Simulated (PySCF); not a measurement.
C3H8GeO2S.
SMILES: `C[S][GeH]1[O]CC[O]1`

The calculation used TDDFT CAM-B3LYP/def2-SVPD, vertical, gas phase, core orbitals frozen in the response (PySCF 2.14.0, density-fitted response routines). One conformer (not necessarily the lowest) at the PBE0-D3(BJ)/def2-SVP geometry, without solvent, vibrations or thermal averaging. Relativistic effects, spin–orbit coupling among them, are left out although an element past zinc is present.

Question: Predict the UV-vis stick spectrum at this level.

Answer: 

| state | E (eV) | E (hartree) | f | main configurations (H = HOMO, L = LUMO) |
| --- | --- | --- | --- | --- |
| S1 | 5.59 | 0.2056 | 0.0030 | H→L (84%) |
| S2 | 6.31 | 0.2318 | 0.020 | H→L+1 (77%), H→L+3 (9%) |
| S3 | 6.68 | 0.2454 | 0.0044 | H→L+3 (33%), H→L+2 (32%), H-2→L (18%) |
| S4 | 6.88 | 0.2530 | 0.0021 | H-1→L (56%) |
| S5 | 7.04 | 0.2586 | 0.038 | H→L+2 (40%), H-2→L (20%) |
| S6 | 7.07 | 0.2599 | 0.053 | H→L+3 (34%), H-2→L (19%), H-1→L+1 (11%) |

The lowest singlet comes at 222 nm (540 kJ/mol) in the ultraviolet; it is very weak; its leading configuration is HOMO→LUMO (84%). The strongest level in the table is S6 at 7.07 eV (175 nm, f = 0.053). It is the last of those listed, so stronger ones may follow. Löwdin shares by element: HOMO sulfur 70%, carbon 11% or more, germanium 7%, oxygen 5% or more; LUMO sulfur 42%, germanium 14%, carbon 10% or more, oxygen 8% or more (atoms not listed hold the other 27%). Of the 6 states listed, 3 reach f = 0.01 and none stays under 0.0005. The listed states span 1.48 eV, and the widest gap between neighbours is 0.71 eV (S1 to S2). Orbital energies (eV): HOMO-3 -10.31, HOMO-2 -9.49, HOMO-1 -9.35, HOMO -8.58, LUMO 0.68, LUMO+1 1.02, LUMO+2 1.20. Only the lowest 6 singlets were computed, as vertical energies without vibronic structure.
